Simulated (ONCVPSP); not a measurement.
## manganese, ONCV: configuration errors across variants

- Element: manganese (Mn)
- Generator: ONCVPSP 4.0.1
- Type: optimised norm-conserving Vanderbilt (ONCV)
- Functional: PBE
- Relativity: scalar-relativistic
- Frozen core: [Ar]
- Valence charge: 7
- Reference configuration: 3d5 4s2
- Partial waves: 4s: rc 2.20 bohr, ncon 4, nbas 8, qcut 2.7 1/bohr, 1 projector; p scattering state at 0.22 Ha: rc 1.90 bohr, ncon 4, nbas 7, qcut 3.8 1/bohr, 1 projector; 3d: rc 1.65 bohr, ncon 4, nbas 8, qcut 10.4 1/bohr, 3 projectors, debl 0.4 Ha
- Local potential: polynomial inside 1.55 bohr (lpopt 5, dvloc0 2 Ha)
- Core correction: none

All-electron excitation energies from the reference (eV): (1) 3d5 4s1 8.416; (2) 3d5 4s0 24.015; (3) 3d4 4s0 56.534; (4) 3d5 4s0 4p1 13.157.

1 further variants failed, have other tests or too few solved ones, and are left out.

Errors AE − PS in meV (a dash: test not solved or not reliable):

```json
{"change": "base", "(1)": "+10", "(2)": "+109", "(3)": "+259", "(4)": "+42", "bound ghosts": "none", "GHOST(+) flags above zero": "s"}
{"change": "d: qcut 6.1", "(1)": "+15", "(2)": "+128", "(3)": "+280", "(4)": "+51", "bound ghosts": "none", "GHOST(+) flags above zero": "s, d"}
{"change": "d: qcut 7.8", "(1)": "+12", "(2)": "+115", "(3)": "+270", "(4)": "+44", "bound ghosts": "none", "GHOST(+) flags above zero": "s, d"}
{"change": "d: qcut 9.9", "(1)": "+10", "(2)": "+110", "(3)": "+260", "(4)": "+42", "bound ghosts": "none", "GHOST(+) flags above zero": "s"}
{"change": "d: qcut 12.3", "(1)": "+9.7", "(2)": "+106", "(3)": "+253", "(4)": "+41", "bound ghosts": "none", "GHOST(+) flags above zero": "s"}
```

Question: Give the same row for: d: qcut 13.9.

Answer: +8.2, +102, +145, +39; bound ghosts: none; GHOST(+) flags above zero: s.
